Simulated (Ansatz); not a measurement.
Reaction (redistribution): `N#[C][In]([F])[F]` + `F[SiH](F)O[SiH3]` → `[F][In]([F])[O][SiH3]` + `N#C[SiH](F)F`

Computed with Ansatz on PBE0-D4/def2-TZVP structures; ΔE is electronic, products minus reactants. CBS: MP2 limit from def2 TZ/QZ plus the TZ coupled-cluster correction, frozen cores. This one scheme is used for every species. Functionals use def2-TZVPP. def2 core potentials past Kr. For In outer-core shells are correlated without core-valence functions, which leaves a few kJ/mol of doubt a bond. One conformer a species, not always the lowest.

| level | ΔE (kJ/mol) | difference from CCSD(T)/CBS |
| --- | --- | --- |
| LDA (SPW92) | 104.4 | 2.6 |
| r2SCAN-D4 | 102.6 | 0.8 |
| r2SCANh-D4 | 106.0 | 4.2 |
| CAM-B3LYP-D4 | 109.7 | 7.9 |
| B2PLYP | 103.2 | 1.4 |
| BLYP | 94.2 | -7.6 |
| r2SCAN | 102.4 | 0.6 |
| PBE0 | 104.0 | 2.2 |
| r2SCANh | 105.8 | 4.0 |
| CAM-B3LYP | 109.0 | 7.2 |
| SCS-MP2/def2-TZVPP | 104.6 | 2.8 |
| CCSD(T)/def2-TZVPP | 107.4 | 5.6 |
| HF/def2-QZVPP | 121.3 | 19.5 |
| MP2/def2-QZVPP | 101.6 | -0.2 |
| SCS-MP2/def2-QZVPP | 101.6 | -0.2 |
| MP2/CBS(def2) | 99.2 | -2.6 |
| CCSD(T)/CBS | 101.8 | 0 |

Largest T1 diagnostic among the species: 0.017.

From r2SCAN to r2SCAN0 (25 % exact exchange), in def2-TZVPP and without D4, ΔE moves by +8.2 kJ/mol. Leaving LDA and LC-ωPBE aside and taking each functional with its dispersion term where it has one, the values, not all of them listed here, spread over 20.5 kJ/mol, from revPBE-D4 to BHLYP-D4. LDA lies +10.6 kJ/mol from PBE without D4.
